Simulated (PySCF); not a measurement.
Mapped SMILES: `[CH3:1][CH:2]([CH3:3])[c:4]1[cH:5][n:6][s:7][n:8]1` (H(Xn): hydrogen on atom n).

Geometry: GFN2-xTB; GIAO absolute shieldings from PySCF 2.14, gas phase, non-relativistic, averaged over equivalent atoms.

At PW91/6-311G** (200 basis functions, 67 s wall time on 1 thread of an Intel Xeon Platinum 8259CL, shared host):
```csv
atoms,σ (ppm)
C4,16.1
C5,41.4
C2,147.0
C1/C3,159.8
N6,-120.9
N8,-98.3
S7,-13.2
H(C5),23.65
H(C2),28.24
H(C1)/H(C3),30.66
```

Problem. Predict the values at LDA/IGLO-II on the same geometry.

Solution. 
```tsv
atoms	σ at LDA/IGLO-II	change
C4	6.2	-9.9
C5	34.1	-7.3
C2	145.6	-1.4
C1/C3	157.8	-2.0
N6	-129.5	-8.6
N8	-105.6	-7.3
S7	-40.3	-27.1
H(C5)	23.27	-0.38
H(C2)	27.70	-0.54
H(C1)/H(C3)	30.22	-0.44
```

The largest change is at S7 (aromatic ring sulfur). Cost: 237 basis functions, 85 s wall time on 1 thread of an Intel Xeon Platinum 8259CL, shared host. The order of the carbon signals is the same at both levels.
